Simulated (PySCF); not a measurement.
Compound: C7H9ClO.
SMILES with atom numbers: `[CH2:1]=[CH:2][C@@H:3]1[CH2:4][C@@:5]1([CH3:6])[C:7](=[O:8])[Cl:9]` (hydrogens: H10, H11 on C1; H12 on C2; H13 on C3; H14, H15 on C4; H16, H17, H18 on C6)

The same species was optimised twice, with GFN2-xTB and with PBE0-D3(BJ)/def2-SVP (PySCF), and the same property calculations (PySCF, gas phase) were run on both structures.

```
     coordinate  GFN2-xTB  PBE0-D3(BJ)/def2-SVP  change
      C5–C7 (Å)     1.467                 1.487  +0.020
     C7–Cl9 (Å)     1.774                 1.790  +0.016
      C1=C2 (Å)     1.323                 1.335  +0.012
      C2–C3 (Å)     1.468                 1.473  +0.005
      C4–C5 (Å)     1.514                 1.511  -0.003
      C7=O8 (Å)     1.191                 1.188  -0.003
      C5–C6 (Å)     1.508                 1.506  -0.002
      C3–C4 (Å)     1.490                 1.489  -0.001
      C3–C5 (Å)     1.545                 1.546  +0.001
   C5–C7–O8 (°)     127.2                 126.1    -1.1
   C4–C5–C7 (°)     114.1                 113.2    -0.9
  O8–C7–Cl9 (°)     118.7                 119.7    +1.0
   C3–C5–C7 (°)     111.8                 110.8    -1.0
   C6–C5–C7 (°)     118.7                 119.5    +0.8
   C1–C2–C3 (°)     123.2                 123.9    +0.7
   C2–C3–C4 (°)     121.9                 122.5    +0.6
   C4–C5–C6 (°)     119.8                 120.1    +0.3
C1–C2–C3–C4 (°)      -158                  -156      +2
C4–C5–C7–O8 (°)        25                    25       0
```

Rotational constants: A = 2395, B = 831.1, C = 783.5 MHz (GFN2-xTB) against A = 2375, B = 819.7, C = 774.1 MHz (PBE0-D3(BJ)/def2-SVP). Point groups within 0.08 Å: C1 and C1.

On the GFN2-xTB structure: HOMO (eV) -7.49 [PBE0/pcSseg-1]; LUMO (eV) -1.17 [PBE0/pcSseg-1]; dipole (D) 3.42 [PBE0/pcSseg-1]; GIAO shielding of C1 (ppm) 59.6 [PBE0/pcSseg-1]; GIAO shielding of C2 (ppm) 42.4 [PBE0/pcSseg-1]; GIAO shielding of C3 (ppm) 143.4 [PBE0/pcSseg-1]; GIAO shielding of C4 (ppm) 155.4 [PBE0/pcSseg-1]; GIAO shielding of C5 (ppm) 151.5 [PBE0/pcSseg-1]; GIAO shielding of C6 (ppm) 166.5 [PBE0/pcSseg-1]; GIAO shielding of C7 (ppm) -1.3 [PBE0/pcSseg-1]; GIAO shielding of O8 (ppm) -209.4 [PBE0/pcSseg-1].

Task: What do these properties become on the PBE0-D3(BJ)/def2-SVP structure?

Result: 
| property | level | on GFN2-xTB | on PBE0-D3(BJ)/def2-SVP | change |
| --- | --- | --- | --- | --- |
| HOMO (eV) | PBE0/pcSseg-1 | -7.49 | -7.45 | +0.04 |
| LUMO (eV) | PBE0/pcSseg-1 | -1.17 | -1.18 | -0.01 |
| dipole (D) | PBE0/pcSseg-1 | 3.42 | 3.34 | -0.08 |
| energy, GFN2-xTB geometry as zero (kcal/mol) | PBE0/pcSseg-1 | 0.0 | -0.8 | -0.8 |
| GIAO shielding of C1 (ppm) | PBE0/pcSseg-1 | 59.6 | 56.5 | -3.1 |
| GIAO shielding of C2 (ppm) | PBE0/pcSseg-1 | 42.4 | 39.9 | -2.5 |
| GIAO shielding of C3 (ppm) | PBE0/pcSseg-1 | 143.4 | 142.9 | -0.5 |
| GIAO shielding of C4 (ppm) | PBE0/pcSseg-1 | 155.4 | 154.0 | -1.4 |
| GIAO shielding of C5 (ppm) | PBE0/pcSseg-1 | 151.5 | 149.1 | -2.4 |
| GIAO shielding of C6 (ppm) | PBE0/pcSseg-1 | 166.5 | 165.6 | -0.9 |
| GIAO shielding of C7 (ppm) | PBE0/pcSseg-1 | -1.3 | -2.0 | -0.7 |
| GIAO shielding of O8 (ppm) | PBE0/pcSseg-1 | -209.4 | -205.5 | +3.9 |

The heavy atoms differ by 0.021 Å rms after alignment. Among bonds between heavy atoms C5–C7 changes most (+0.020 Å). Changes are differences of the printed values. Neither structure is proved a minimum here.

The values belong to the conformer `[CH2:1]=[CH:2][C@@H:3]1[CH2:4][C@@:5]1([CH3:6])[C:7](=[O:8])[Cl:9]`: C1–C2–C3–C4 -156°, C4–C5–C7–O8 25°.
